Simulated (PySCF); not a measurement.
**Electron affinity of Nb by level of theory**

Nb⁻ [Kr] 4d4 5s2 (5D) → Nb [Kr] 4d4 5s1 (6D), as a difference of total energies. All numbers are calculated (PySCF 2.14, scalar relativity through the core potential, in aug-cc-pVTZ-PP with ECP28MDF (6s6p5d3f2g, 88 functions)). Correlated levels: valence: 4s2 4p6 frozen. The calculations carry no spin-orbit coupling.

| method | electron affinity (eV) | difference from reference (eV) |
| --- | --- | --- |
| UHF | -0.234 | -1.151 |
| MP2 (valence) | 0.270 | -0.647 |
| SCS-MP2 (valence) | 0.377 | -0.540 |
| CCSD (valence) | 0.671 | -0.246 |
| CCSD(T) (valence) | 0.807 | -0.110 |

Reference: 0.917 eV (measured; photodetachment measurements, as compiled on the Wikipedia data page of electron affinities).

The reference lies between the lowest fine-structure levels, while these numbers refer to the centres of the terms.

Errors of the correlated levels include the incompleteness of this basis and the frozen core.

A negative affinity means that the anion lies above the atom at that level of theory.

The coupled-cluster amplitudes are large for Nb⁻ (T1 above 0.03 or a double amplitude above 0.15), so a single reference is strained.
